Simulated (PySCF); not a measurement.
From computed data to an observable: chemical shift, span and skew from a shielding tensor

CH6O3Si, SMILES C[Si](O)(O)O. Atoms are numbered in the order given.

```xyz
11

C      0.0000     0.0000    -1.8449
Si     0.0000     0.0000     0.0070
O     -1.5445    -0.2427     0.5848
O      0.5621     1.4589     0.5848
O      0.9824    -1.2162     0.5848
H     -0.7771     0.6765    -2.2339
H      0.9744     0.3347    -2.2339
H     -0.1974    -1.0112    -2.2339
H     -1.6351    -0.9694     1.2121
H     -0.0220     1.9007     1.2121
H      1.6570    -0.9313     1.2121
```
Charge 0, spin multiplicity 1.

Geometry: B3LYP-D3(BJ)/def2-SVP. The geometry has at least one imaginary mode, so it is a saddle point at that level. Other conformers were not sampled.

GIAO shieldings from PySCF with PBE0/pcSseg-1, non-relativistic, no solvent. The symmetric part of the tensor of Si2 has the principal values 351.8, 351.8, 412.6 ppm. The same nucleus in TMS has σ = 352.7 ppm at this level (PySCF, at its B3LYP-D3(BJ)/def2-TZVP geometry).

Problem. Work out the isotropic shielding, the ²⁹Si shift against TMS, the span and the skew.

Solution. 
σ(iso) = (σ11 + σ22 + σ33)/3 = 372.1 ppm. δ = σ(ref) − σ(iso) = 352.7 − (372.1) = -19.4 ppm.
Span Ω = σ33 − σ11 = 60.8 ppm. Skew κ = 3(σ(iso) − σ22)/Ω = 1.00, an axial tensor. Tumbling in solution averages the tensor to δ; in a static solid the shielding alone would spread this spin-1/2 line over Ω.
